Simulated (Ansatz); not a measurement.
(HZn-mu-Cl)2 (Zn2H2Cl2): single points at one geometry.

```yaml
crystal:
  periodic: [false, false, false]
  atoms:
    - {symbol: Cl, position_ang: [0.292106, 1.622826, -0.347813]}
    - {symbol: Cl, position_ang: [-0.288406, -1.623110, 0.349573]}
    - {symbol: Zn, position_ang: [0.639011, -0.423382, -1.438206]}
    - {symbol: Zn, position_ang: [-0.638669, 0.423310, 1.438332]}
    - {symbol: H, position_ang: [1.240654, -0.823059, -2.798692]}
    - {symbol: H, position_ang: [-1.244687, 0.823405, 2.796797]}
basis:
  gaussian: {orbitals: def2-TZVP, initial_orbitals: start.molden}
hamiltonian: {xc: hf}
scf: {omitted_lower_state_checks: [starts]}
output: {orbitals: {seedname: orbitals}}
```

The file start.molden holds the orbitals of an earlier run on this structure, at another level or in another basis.

```sh
$ ansatz run in.yaml --threads 2 --pin off --events-out ev --progress --plain --max-ram 4352MiB
```

It prints (some lines left out):

```
Functional definition: HF
2030 factors; their error is unknown
mean field evaluation 1: about -121793.4378 eV, gradient 4.5e1 eV
mean field evaluation 2: about -121794.8795 eV, gradient 2.1e0 eV
mean field evaluation 4: about -121795.9184 eV, gradient 5.5e-1 eV
mean field -121795.91856748 eV, -4475.9174511160 hartree, gradient 9.2e-6 eV, S^2 0.000000; 0 other end points of the search recorded, 0 dependent functions left out
reference -121795.91856748 eV, -4475.9174511160 hartree; 48, 48 occupied and 134, 134 virtual orbitals, 2030 factors
Total energy: -121795.91856748 eV, -4475.9174511160 hartree
Checks for a lower state left out: starts
```

It took 4.3 s on 2 threads of Intel Xeon Platinum 8488C on a shared host, peak host memory 0.76 GiB.

The first input with `gaussian: {orbitals: def2-SVP, initial_orbitals: start.molden}`, `hamiltonian: {xc: pbe0, dispersion: d4}` (abridged; 2.7 s):

```
Functional definition: PBE0
mean field -121877.21605198 eV, -4478.9050785660 hartree, gradient 2.4e-5 eV, S^2 0.000000
Total energy: -121877.37750085 eV, -4478.9110117027 hartree
Checks for a lower state left out: starts
```

The first input with `hamiltonian: {xc: pbe, dispersion: d4}`, `output: {forces: true, orbitals: {seedname: orbitals}}` (abridged; 3.4 s):

```
Functional definition: PBE
mean field -121896.59112853 eV, -4479.6170994963 hartree, gradient 7.9e-5 eV, S^2 0.000000
Total energy: -121896.77970162 eV, -4479.6240294295 hartree
Atom 0 force    -0.014029    -0.078095     0.016458 eV/Å
Atom 1 force     0.013808     0.077835    -0.016937 eV/Å
Atom 2 force    -0.017423     0.011700     0.038873 eV/Å
Atom 3 force     0.016875    -0.011233    -0.038243 eV/Å
Atom 4 force    -0.012675     0.008528     0.029359 eV/Å
Atom 5 force     0.013445    -0.008735    -0.029510 eV/Å
Dipole moment:     0.000300    -0.000086     0.000074 e Å
Checks for a lower state left out: starts
```

First input, but with `hamiltonian: {xc: r2scan, dispersion: d4}` (abridged; 5 s):

```
Functional definition: r2SCAN
mean field -121919.30814531 eV, -4480.4519344651 hartree, gradient 9.6e-6 eV, S^2 0.000000
Total energy: -121919.35049695 eV, -4480.4534908589 hartree
Checks for a lower state left out: starts
```

Geometry: PBE-D4/def2-SVP.
